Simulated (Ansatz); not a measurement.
Basis-set extrapolation for `C=COC(=O)[SiH3]` (PBE0-D4/def2-TZVP geometry, frozen core, Ansatz 0.2.0). Multiplicity 1, RHF reference.

```json
{"": "HF", "def2-TZVPP": "-555.846516", "def2-QZVPP": "-555.867537"}
{"": "MP2 correlation", "def2-TZVPP": "-1.058911", "def2-QZVPP": "-1.136101"}
{"": "CCSD(T) correlation", "def2-TZVPP": "-1.145680", "def2-QZVPP": "not run"}
```

Energies in hartree. Use E(X) = E(∞) + A·exp(−7.88·√X) for Hartree–Fock and E(X) = E(∞) + B·X^(−2.97) for correlation, with X = 3 and 4, and add CCSD(T) minus MP2 of the smaller set to the MP2 limit.

Question: What is the CCSD(T) energy at the basis-set limit?

Answer: HF limit: -555.867537 + (-0.021021) × 0.13774 = -555.87043. MP2 limit: -1.136101 + (-0.077190) × 0.74074 = -1.19328. Higher-order term: -1.145680 − (-1.058911) = -0.08677. Total: -557.15048 hartree, 99.3 kcal/mol below CCSD(T)/def2-TZVPP.
